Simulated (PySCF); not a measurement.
BiBr3 (SMILES [Br][Bi]([Br])[Br]), singlet, geometry from GFN2-xTB (such geometries of metal compounds can be far from the true shape) (core potentials on Bi).

PySCF was given this input:
```python
from pyscf import gto, scf, dft

mol = gto.M(
    atom='''
Bi    0.00161438    0.00205729    0.76455345
Br   -1.68714961   -1.43917361   -0.59693332
Br   -0.40330196    2.17716175   -0.60937517
Br    2.08662318   -0.74286685   -0.60677541
''',
    basis='def2-svp',
    ecp={'Bi': 'def2-svp'},
    verbose=5,
)

mf = dft.RKS(mol)
mf.xc = 'pbe'
mf = mf.density_fit(auxbasis='def2-universal-jkfit')
mf.kernel()
```

Problem. What does this run give for the dipole moment, HOMO energy, Mulliken (on the basis functions themselves) charges in atom order, HOMO-LUMO gap, nuclear repulsion energy, number of basis functions?

Solution. 
- dipole moment = 3.63 D
- HOMO energy = -6.81 eV
- Mulliken (on the basis functions themselves) charges in atom order = Bi1 0.75, Br2 -0.25, Br3 -0.25, Br4 -0.25
- HOMO-LUMO gap = 3.77 eV
- nuclear repulsion energy = 997.4713 Eh
- number of basis functions = 122

Problem. Roughly what does it cost on one core?

Solution. roughly 27 core-seconds.
